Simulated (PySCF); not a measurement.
[I3]- (singlet). Level of theory: PySCF, PBE0, basis I def2-SVPD with ECP28 (scalar-relativistic core potentials, no spin–orbit coupling, density fitting).

Harmonic bands of its minimum:

| ω (cm⁻¹) | IR (km/mol, summed over degenerate members) | degeneracy |
| --- | --- | --- |
| 59 | 0.1 | 2 |
| 110 | 0.0 | 1 |
| 140 | 113 | 1 |

Q: Infer the point group and assign the bands.

A: D∞h. The modes span πu + σg+ + σu+: 59 πu, 110 σg+, 140 σu+. The computed geometry has I–I 2.960 Å (×2); I–I–I 180.0°.

This need not be the most stable arrangement of these atoms. The lowest empty level of this anion is unbound, so it and the gap depend on the basis.
